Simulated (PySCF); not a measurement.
CHS, SMILES [S][CH] (connectivity only; charge and spin as stated), neutral, multiplicity 2.

Geometry: B3LYP-D3(BJ)/def2-TZVPD.

These are B3LYP-D3(BJ)/def2-TZVPD in PySCF values and carry that method's errors.

Frequencies are harmonic and unscaled.

```csv
mode,ν (cm⁻¹),IR (km/mol),moving atoms (share of kinetic energy)
1,821,72.6,"H 84 %, C 14 %"
2,1208,12.0,"C 67 %, S 29 %"
3,3114,7.1,"H 91 %, C 9 %"
```
